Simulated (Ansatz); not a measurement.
CH$_{3}$BO$_{2}$ (`BC(=O)O`), relaxed with RKS PBE-D4/def2-SVP in Ansatz 0.2.0 from a rough embedded geometry. The force threshold is 0.03 eV/Å; the program also tests the step.

Charge 0, multiplicity 1.

Start:

```xyz
7

B    -0.026   -0.742    0.831
C    -0.058    0.430   -0.099
O    -0.292    1.593    0.361
O     0.238    0.210   -1.500
H    -0.226   -0.591    2.047
H     0.176   -1.883    0.492
H     0.189    0.984   -2.131
```

```tsv
step	energy (eV)	largest force (eV/Å)	largest move (Å)
1	-5843.7313	5.859	0.000
2	-5844.1550	2.474	0.110
3	-5844.1854	1.106	0.146
4	-5844.2538	0.527	0.081
5	-5844.2821	0.744	0.178
6	-5844.2831	1.933	0.193
7	-5844.3421	0.944	0.034
8	-5844.4302	0.794	0.200
9	-5844.4868	0.667	0.196
10	-5844.5381	0.554	0.200
11	-5844.5554	0.423	0.049
12	-5844.5702	0.151	0.071
13 (rejected)	-5844.5689	0.188	0.025
14	-5844.5720	0.050	0.012
15	-5844.5722	0.021	0.012
```

End:

```xyz
7

B    -0.011   -0.771    0.843
C    -0.041    0.305   -0.277
O    -0.965    1.066    0.022
O     0.729    0.441   -1.358
H     0.617   -0.547    1.856
H    -0.739   -1.737    0.749
H     0.410    1.244   -1.835
```

It took 15 s on 2 threads of an Arm Neoverse V1 on a shared host, with 0.13 GiB of host memory at the peak.
